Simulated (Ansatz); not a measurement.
A short molecular-dynamics run on `F[CH2][GeH2][Br]`.

```yaml
crystal:
  periodic: [false, false, false]
  atoms:
    - {symbol: F, position_ang: [-1.051637, 1.627734, 0.642493]}
    - {symbol: C, position_ang: [0.050728, 0.790845, 0.682781]}
    - {symbol: Ge, position_ang: [-0.163616, -0.642483, -0.652403]}
    - {symbol: Br, position_ang: [1.744677, -1.934952, -0.451979]}
    - {symbol: H, position_ang: [0.135518, 0.363747, 1.684995]}
    - {symbol: H, position_ang: [0.948340, 1.375839, 0.468044]}
    - {symbol: H, position_ang: [-0.205162, -0.096153, -2.084067]}
    - {symbol: H, position_ang: [-1.366749, -1.541575, -0.345864]}
basis:
  gaussian: {orbitals: def2-SVP}
hamiltonian: {xc: {name: PBE}, dispersion: d4}
md: {timestep: 0.5 fs, n_steps: 20, ensemble: nve, temperature: 1500, initial_velocities: maxwell_boltzmann, seed: 607}
```

```sh
$ ansatz run in.yaml --threads 4 --pin off --events-out ev --progress --plain --max-ram 10444MiB
```

```tsv
step	time (fs)	potential energy (eV)	kinetic (eV)	T (K)	conserved (eV)
0	0.0	-130342.6669	1.1633	1500	-130341.5035
1	0.5	-130342.6617	1.1582	1493	-130341.5035
2	1.0	-130342.6412	1.1378	1467	-130341.5034
3	1.5	-130342.6067	1.1034	1423	-130341.5033
4	2.0	-130342.5593	1.0561	1362	-130341.5032
5	2.5	-130342.5008	0.9977	1286	-130341.5031
6	3.0	-130342.4337	0.9308	1200	-130341.5029
7	3.5	-130342.3619	0.8593	1108	-130341.5026
8	4.0	-130342.2898	0.7875	1015	-130341.5023
9	4.5	-130342.2219	0.7197	928	-130341.5021
10	5.0	-130342.1617	0.6597	851	-130341.5020
11	5.5	-130342.1118	0.6099	786	-130341.5019
12	6.0	-130342.0735	0.5717	737	-130341.5019
13	6.5	-130342.0471	0.5452	703	-130341.5019
14	7.0	-130342.0315	0.5295	683	-130341.5020
15	7.5	-130342.0250	0.5229	674	-130341.5022
16	8.0	-130342.0253	0.5230	674	-130341.5023
17	8.5	-130342.0298	0.5273	680	-130341.5025
18	9.0	-130342.0362	0.5337	688	-130341.5026
19	9.5	-130342.0434	0.5409	697	-130341.5025
20	10.0	-130342.0519	0.5495	709	-130341.5024
```

Velocities are drawn at the set temperature; a run this short doesn't reach equilibrium.

Frames (Å, forces in eV/Å):

```xyz
8
time=0.0 fs
F    -1.052    1.628    0.642   -0.288    0.124   -0.089
C     0.051    0.791    0.683   -0.478    0.134   -0.208
Ge   -0.164   -0.642   -0.652    0.017    0.035    0.041
Br    1.745   -1.935   -0.452    0.279   -0.204    0.017
H     0.136    0.364    1.685    0.146   -0.324    0.553
H     0.948    1.376    0.468    0.599    0.240   -0.125
H    -0.205   -0.096   -2.084   -0.045    0.112   -0.232
H    -1.367   -1.542   -0.346   -0.229   -0.118    0.044
8
time=0.5 fs
F    -1.049    1.631    0.642   -0.171    0.053    0.036
C     0.052    0.791    0.685   -0.466    0.090   -0.522
Ge   -0.167   -0.642   -0.653   -0.050   -0.169    0.170
Br    1.747   -1.935   -0.452    0.247   -0.178    0.033
H     0.140    0.321    1.663    0.089   -0.212    0.757
H     0.957    1.369    0.469    0.492    0.189   -0.067
H    -0.195   -0.108   -2.075   -0.053    0.210   -0.467
H    -1.374   -1.564   -0.376   -0.087    0.018    0.060
8
time=1.0 fs
F    -1.047    1.634    0.642   -0.057   -0.020    0.158
C     0.053    0.791    0.687   -0.404    0.024   -0.721
Ge   -0.170   -0.642   -0.653   -0.124   -0.375    0.280
Br    1.748   -1.935   -0.451    0.214   -0.153    0.049
H     0.145    0.278    1.644    0.026   -0.052    0.848
H     0.967    1.362    0.469    0.348    0.117   -0.002
H    -0.185   -0.120   -2.066   -0.058    0.301   -0.693
H    -1.382   -1.586   -0.405    0.056    0.157    0.081
8
time=1.5 fs
F    -1.044    1.637    0.641    0.051   -0.092    0.272
C     0.054    0.791    0.689   -0.304   -0.085   -0.805
Ge   -0.173   -0.642   -0.653   -0.198   -0.572    0.357
Br    1.750   -1.935   -0.451    0.181   -0.127    0.066
H     0.149    0.235    1.626   -0.043    0.165    0.830
H     0.978    1.356    0.469    0.179    0.034    0.067
H    -0.175   -0.131   -2.060   -0.059    0.382   -0.894
H    -1.390   -1.608   -0.435    0.193    0.295    0.107
8
time=2.0 fs
F    -1.041    1.641    0.641    0.152   -0.162    0.378
C     0.054    0.790    0.691   -0.181   -0.244   -0.795
Ge   -0.176   -0.642   -0.653   -0.265   -0.749    0.389
Br    1.752   -1.934   -0.450    0.147   -0.102    0.082
H     0.154    0.193    1.610   -0.115    0.435    0.729
H     0.989    1.350    0.470    0.000   -0.050    0.133
H    -0.166   -0.141   -2.055   -0.057    0.446   -1.055
H    -1.397   -1.629   -0.464    0.319    0.426    0.139
8
time=2.5 fs
F    -1.039    1.644    0.640    0.245   -0.228    0.473
C     0.055    0.790    0.692   -0.052   -0.445   -0.723
Ge   -0.179   -0.642   -0.653   -0.320   -0.900    0.364
Br    1.754   -1.934   -0.450    0.113   -0.077    0.098
H     0.158    0.151    1.596   -0.187    0.741    0.581
H     1.000    1.343    0.471   -0.175   -0.127    0.194
H    -0.156   -0.149   -2.053   -0.053    0.490   -1.163
H    -1.404   -1.649   -0.493    0.429    0.546    0.175
8
time=3.0 fs
F    -1.036    1.647    0.640    0.332   -0.290    0.558
C     0.056    0.790    0.694    0.066   -0.672   -0.624
Ge   -0.182   -0.642   -0.653   -0.359   -1.019    0.277
Br    1.756   -1.934   -0.449    0.079   -0.052    0.114
H     0.162    0.111    1.583   -0.256    1.060    0.422
H     1.011    1.337    0.472   -0.334   -0.191    0.245
H    -0.147   -0.157   -2.054   -0.049    0.512   -1.208
H    -1.409   -1.668   -0.521    0.521    0.652    0.216
8
time=3.5 fs
F    -1.034    1.650    0.640    0.411   -0.348    0.632
C     0.057    0.790    0.695    0.160   -0.906   -0.524
Ge   -0.185   -0.641   -0.653   -0.379   -1.103    0.127
Br    1.758   -1.934   -0.449    0.044   -0.028    0.129
H     0.165    0.074    1.571   -0.317    1.368    0.279
H     1.020    1.330    0.474   -0.467   -0.239    0.286
H    -0.137   -0.163   -2.058   -0.047    0.512   -1.187
H    -1.413   -1.685   -0.549    0.594    0.744    0.260
8
time=4.0 fs
F    -1.031    1.653    0.640    0.483   -0.402    0.695
C     0.058    0.789    0.696    0.221   -1.127   -0.441
Ge   -0.189   -0.641   -0.654   -0.378   -1.154   -0.083
Br    1.760   -1.934   -0.448    0.010   -0.005    0.142
H     0.168    0.040    1.560   -0.369    1.644    0.168
H     1.029    1.322    0.476   -0.568   -0.266    0.313
H    -0.128   -0.169   -2.065   -0.047    0.492   -1.100
H    -1.416   -1.701   -0.577    0.647    0.818    0.305
8
time=4.5 fs
F    -1.028    1.656    0.640    0.549   -0.452    0.748
C     0.058    0.788    0.698    0.242   -1.324   -0.381
Ge   -0.192   -0.641   -0.654   -0.355   -1.173   -0.344
Br    1.762   -1.934   -0.448   -0.023    0.017    0.155
H     0.169    0.010    1.550   -0.411    1.875    0.099
H     1.037    1.313    0.480   -0.631   -0.273    0.326
H    -0.119   -0.173   -2.074   -0.051    0.454   -0.957
H    -1.418   -1.714   -0.603    0.681    0.876    0.352
8
time=5.0 fs
F    -1.025    1.659    0.640    0.610   -0.499    0.791
C     0.059    0.787    0.699    0.219   -1.486   -0.346
Ge   -0.195   -0.641   -0.654   -0.310   -1.166   -0.640
Br    1.763   -1.934   -0.447   -0.057    0.038    0.167
H     0.170   -0.016    1.540   -0.443    2.051    0.073
H     1.043    1.305    0.484   -0.655   -0.258    0.326
H    -0.110   -0.176   -2.085   -0.060    0.404   -0.769
H    -1.417   -1.726   -0.629    0.696    0.916    0.398
8
time=5.5 fs
F    -1.022    1.662    0.640    0.665   -0.543    0.826
C     0.060    0.786    0.700    0.152   -1.610   -0.337
Ge   -0.198   -0.642   -0.654   -0.242   -1.136   -0.958
Br    1.765   -1.934   -0.447   -0.090    0.058    0.178
H     0.170   -0.036    1.529   -0.465    2.169    0.088
H     1.047    1.295    0.489   -0.638   -0.223    0.312
H    -0.101   -0.178   -2.099   -0.073    0.347   -0.550
H    -1.415   -1.735   -0.654    0.691    0.938    0.443
8
time=6.0 fs
F    -1.019    1.665    0.640    0.715   -0.583    0.852
C     0.061    0.784    0.701    0.042   -1.692   -0.350
Ge   -0.201   -0.642   -0.654   -0.154   -1.089   -1.282
Br    1.767   -1.934   -0.446   -0.122    0.077    0.187
H     0.168   -0.052    1.519   -0.479    2.228    0.140
H     1.050    1.285    0.494   -0.581   -0.170    0.284
H    -0.093   -0.179   -2.113   -0.090    0.287   -0.317
H    -1.411   -1.742   -0.678    0.669    0.942    0.486
8
time=6.5 fs
F    -1.016    1.668    0.641    0.759   -0.621    0.869
C     0.062    0.782    0.702   -0.108   -1.727   -0.385
Ge   -0.205   -0.642   -0.654   -0.045   -1.028   -1.598
Br    1.769   -1.933   -0.446   -0.154    0.095    0.194
H     0.165   -0.062    1.510   -0.485    2.225    0.230
H     1.051    1.274    0.501   -0.487   -0.100    0.245
H    -0.084   -0.179   -2.129   -0.110    0.229   -0.081
H    -1.406   -1.746   -0.700    0.628    0.928    0.526
8
time=7.0 fs
F    -1.013    1.670    0.641    0.799   -0.655    0.879
C     0.063    0.780    0.702   -0.291   -1.712   -0.446
Ge   -0.208   -0.642   -0.655    0.084   -0.956   -1.894
Br    1.771   -1.933   -0.445   -0.185    0.112    0.201
H     0.162   -0.067    1.501   -0.484    2.159    0.356
H     1.051    1.263    0.507   -0.361   -0.017    0.197
H    -0.076   -0.179   -2.144   -0.131    0.175    0.146
H    -1.399   -1.749   -0.722    0.569    0.895    0.562
8
time=7.5 fs
F    -1.010    1.673    0.642    0.833   -0.686    0.880
C     0.064    0.777    0.703   -0.500   -1.641   -0.534
Ge   -0.211   -0.642   -0.655    0.231   -0.874   -2.161
Br    1.773   -1.933   -0.445   -0.216    0.128    0.205
H     0.157   -0.066    1.492   -0.476    2.028    0.518
H     1.051    1.253    0.515   -0.210    0.074    0.141
H    -0.068   -0.179   -2.160   -0.153    0.127    0.357
H    -1.391   -1.749   -0.742    0.491    0.843    0.594
8
time=8.0 fs
F    -1.007    1.676    0.642    0.862   -0.711    0.874
C     0.065    0.774    0.704   -0.723   -1.507   -0.654
Ge   -0.214   -0.643   -0.655    0.395   -0.782   -2.392
Br    1.775   -1.933   -0.444   -0.247    0.143    0.209
H     0.150   -0.061    1.485   -0.463    1.832    0.716
H     1.050    1.242    0.523   -0.046    0.167    0.081
H    -0.061   -0.178   -2.174   -0.174    0.087    0.546
H    -1.382   -1.748   -0.760    0.395    0.771    0.621
8
time=8.5 fs
F    -1.003    1.678    0.643    0.885   -0.731    0.859
C     0.066    0.771    0.704   -0.945   -1.310   -0.810
Ge   -0.217   -0.643   -0.656    0.577   -0.680   -2.582
Br    1.777   -1.933   -0.444   -0.277    0.158    0.210
H     0.143   -0.052    1.480   -0.444    1.573    0.950
H     1.048    1.232    0.530    0.117    0.255    0.020
H    -0.053   -0.177   -2.187   -0.194    0.055    0.710
H    -1.372   -1.744   -0.777    0.281    0.680    0.642
8
time=9.0 fs
F    -0.999    1.680    0.644    0.902   -0.744    0.835
C     0.066    0.767    0.704   -1.149   -1.051   -0.998
Ge   -0.221   -0.643   -0.656    0.774   -0.569   -2.727
Br    1.778   -1.933   -0.443   -0.308    0.171    0.211
H     0.135   -0.038    1.477   -0.422    1.262    1.213
H     1.048    1.222    0.538    0.264    0.332   -0.038
H    -0.047   -0.176   -2.199   -0.212    0.031    0.848
H    -1.361   -1.739   -0.793    0.149    0.568    0.656
8
time=9.5 fs
F    -0.996    1.683    0.645    0.913   -0.749    0.801
C     0.066    0.763    0.705   -1.317   -0.745   -1.207
Ge   -0.224   -0.643   -0.657    0.986   -0.448   -2.825
Br    1.780   -1.933   -0.443   -0.337    0.184    0.209
H     0.126   -0.022    1.477   -0.396    0.917    1.489
H     1.047    1.213    0.546    0.380    0.388   -0.089
H    -0.041   -0.175   -2.208   -0.228    0.016    0.959
H    -1.349   -1.733   -0.807    0.001    0.438    0.663
8
time=10.0 fs
F    -0.992    1.685    0.646    0.916   -0.745    0.757
C     0.066    0.760    0.704   -1.436   -0.419   -1.413
Ge   -0.227   -0.644   -0.658    1.208   -0.319   -2.878
Br    1.782   -1.933   -0.442   -0.367    0.197    0.207
H     0.115   -0.003    1.480   -0.369    0.570    1.752
H     1.048    1.205    0.554    0.451    0.419   -0.130
H    -0.035   -0.173   -2.215   -0.241    0.008    1.043
H    -1.338   -1.725   -0.819   -0.162    0.291    0.663
```

Run time 38 s (4 threads of a server CPU on a shared host); peak host memory 0.18 GiB.
